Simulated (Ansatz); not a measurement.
F$_{2}$HSSi (`F[SiH](F)[S]`) radical. Charge 0, multiplicity 2.

Task: List the harmonic frequencies (cm⁻¹, unscaled) at PBE0-D4/def2-TZVP in Ansatz. (Estimate.)

Result: The calculation gave: 170, 257, 341, 506, 765, 810, 896, 960, 2283.

Task: Is this a minimum?

Result: Yes, all 9 modes are real.

Task: Give the ideal-gas thermochemistry at 298.15 K and 1 bar (rigid rotor, harmonic oscillator; point group Cs, symmetry number 1).

Result: Zero-point energy 41.8 kJ/mol; H(298) − E = 56.8 kJ/mol; entropy 308.9 J/(mol·K), of which translation 166.2, rotation 109.1, vibration 27.8, electronic 5.8; G(298) − E = -35.3 kJ/mol.

Task: Rotational constants (cm⁻¹)?

Result: 0.241, 0.1114, 0.08347.
